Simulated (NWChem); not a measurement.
# MgSiH₄S; SMILES [SiH3][Mg][SH]

```xyz
7

Mg     0.2353    -0.3513     0.0203
S      0.1391    -2.6677     0.0377
H     -1.2136    -2.6873     0.0024
Si     0.3966     2.2167     0.0004
H     -0.9496     2.8739     0.1073
H      1.0252     2.7427    -1.2577
H      1.2179     2.7484     1.1395
```
Atoms are numbered in this order, from 1.

Level: PBE0/def2-SVP (NWChem), optimised geometry, unscaled harmonic frequencies. 

| frequency (cm⁻¹) | IR intensity (km/mol) |
|---|---|
| 27 | 12.6 |
| 95 | 24.7 |
| 100 | 21.9 |
| 255 | 0.3 |
| 387 | 1.1 |
| 394 | 0.4 |
| 498 | 49.8 |
| 530 | 29.4 |
| 842 | 276.8 |
| 936 | 38.9 |
| 937 | 39.3 |
| 2187 | 82.3 |
| 2196 | 93.2 |
| 2197 | 92.3 |
| 2701 | 1.7 |

- zero-point energy = 20.4 kcal/mol
- thermal correction to the enthalpy at 298.15 K (with zero-point energy) = 25.3 kcal/mol
- heat capacity Cv = 20.5 cal/(mol K)
- entropy at 298.15 K and 1 atm (symmetry number 1) = 83.2 cal/(mol K)
- dipole moment = 1.00 D

Rigid rotor and harmonic oscillator; modes under 100 cm⁻¹ make the entropy uncertain.
